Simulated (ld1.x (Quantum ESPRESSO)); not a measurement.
u(r) = r·R(r): atom against pseudo-atom (vanadium (V))

Columns: radius, all-electron u(r) and pseudo u(r) of the 3p shell (level -51.65 eV) of vanadium in the configuration [Ne] 3s2 3p6 3d3 4s1 4p0; PBE, scalar-relativistic, PAW scheme, ld1.x (Quantum ESPRESSO) 7.5.

```csv
r (bohr),all-electron,pseudo
0.125,0.5088,-0.0451
0.250,0.3882,-0.1713
0.375,-0.1150,-0.3536
0.500,-0.5855,-0.5568
0.625,-0.8940,-0.7436
0.750,-1.0406,-0.8830
0.875,-1.0665,-0.9565
1.000,-1.0164,-0.9609
1.125,-0.9255,-0.9070
1.250,-0.8175,-0.8150
1.375,-0.7068,-0.7073
1.500,-0.6017,-0.6018
1.625,-0.5065,-0.5065
1.750,-0.4226,-0.4226
1.875,-0.3502,-0.3502
2.000,-0.2887,-0.2887
2.125,-0.2369,-0.2369
2.250,-0.1937,-0.1937
2.375,-0.1579,-0.1579
2.500,-0.1284,-0.1284
2.625,-0.1042,-0.1042
2.750,-0.0844,-0.0844
2.875,-0.0683,-0.0683
3.000,-0.0551,-0.0551
3.125,-0.0444,-0.0444
3.250,-0.0357,-0.0357
```

Task: How many radial nodes do the two functions have?

Result: The all-electron 3p function has n − l − 1 = 1; the pseudo-wave has 0, since the states of the same l below it are removed with the core.

Task: At about which radius was the pseudo-wave matched?

Result: 1.55 bohr, where the columns begin to agree (steps of 0.12 bohr).

Task: Where does each function peak?

Result: Outermost all-electron maximum near 0.88 bohr, pseudo maximum near 1.00 bohr (to the table’s step).

Task: Is the pseudo-wave norm-conserving?

Result: No, it belongs to a PAW set: the norm inside the radius is not constrained, and the difference is carried by the augmentation charge.
